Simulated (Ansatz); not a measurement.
Molecule: C₂H₉BO₃Si, charge 0, multiplicity 1. 
Structure (B3LYP-D3(BJ)/def2-TZVP (Ansatz, a first-principles code) minimum search):
```
Si
O 1 1.6501
B 2 1.3722 1 142.62
O 3 1.3662 2 119.88 1 177.90
H 4 0.9613 3 111.89 2 -0.48
O 3 1.3696 4 116.12 5 179.74
H 6 0.9598 3 114.04 4 -180.00
H 1 1.4825 2 107.07 3 -117.45
C 1 1.8630 8 110.17 2 117.72
H 9 1.0916 1 110.93 8 -60.25
H 9 1.0924 10 108.00 1 121.89
H 9 1.0927 10 107.93 11 116.54
C 1 1.8743 8 108.97 2 -120.30
H 13 1.0928 1 109.88 8 -61.00
H 13 1.0929 14 106.96 1 -121.77
H 13 1.0935 14 107.06 15 -116.55
```

Property: atomisation energy (electronic, to ground-state atoms); the coupled-cluster value holds the core correlation from cc-pwCVTZ, in eV. Valence correlation only, unless marked. Open shells are spin-unrestricted. Spin-orbit coupling is left out. Non-relativistic. Basis-set limits of correlation are two-point, X^-3; Hartree-Fock from the larger set.

Level to compare with: CCSD(T)/CBS(cc-pV(T+d)Z,cc-pV(Q+d)Z) plus the core term (Ansatz), 68.53 eV. It is a level with limits of its own, and the differences hold the functionals' basis error too.

Task: Rank these functionals by how close they come to CCSD(T)/CBS(cc-pV(T+d)Z,cc-pV(Q+d)Z), closest first: r2SCANh/def2-TZVPD (Ansatz); PBE/def2-TZVPD (Ansatz); revPBE/def2-TZVPD (Ansatz); wB97X-V/def2-TZVPD (Ansatz).

Result: PBE/def2-TZVPD (GGA, 68.67 eV, difference 0.14), wB97X-V/def2-TZVPD (range-separated hybrid with VV10, 68.16 eV, difference -0.37), r2SCANh/def2-TZVPD (hybrid meta-GGA, 67.84 eV, difference -0.69), revPBE/def2-TZVPD (GGA, 66.24 eV, difference -2.29)
